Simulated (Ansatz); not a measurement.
F₂H₃NOTi, SMILES `[NH2][Ti]([OH])([F])[F]`. Charge 0, multiplicity 1. All single points use the PBE0-D4/def2-TZVP geometry. It is one conformer, not always the lowest.

```xyz
8

N     0.826    1.136    0.047
Ti   -0.550   -0.119    0.021
O     0.219   -1.712    0.111
F    -1.653    0.186    1.368
F    -1.511    0.071   -1.449
H     0.688    2.137    0.061
H     1.808    0.904    0.073
H     0.173   -2.604   -0.231
```

(1) What is the dipole moment at ωB97M-V/def2-TZVPP? (Best estimate.)

(2) And with PBE, r2SCAN, B3LYP? (Estimate.)

(3) Give the Mulliken charges with ωB97M-V, PBE, B3LYP in def2-TZVPP. (An estimate is asked.)

Answers

(1) The calculation gave: 2.59 D, with components (2.45, -0.68, -0.47) D in this frame, pointing from negative to positive charge.

(2) The calculation gave: PBE 2.53 D, r2SCAN 2.58 D, B3LYP 2.64 D.

(3) Computed: 
| atom | ωB97M-V | PBE | B3LYP |
| --- | --- | --- | --- |
| N1 | -0.43 | -0.47 | -0.48 |
| Ti2 | 1.20 | 1.08 | 1.25 |
| O3 | -0.46 | -0.44 | -0.48 |
| F4 | -0.37 | -0.34 | -0.39 |
| F5 | -0.37 | -0.34 | -0.39 |
| H6 | 0.12 | 0.15 | 0.14 |
| H7 | 0.13 | 0.16 | 0.15 |
| H8 | 0.18 | 0.20 | 0.20 |

B3LYP here is the variant with VWN-RPA as its local correlation; programs differ in this.
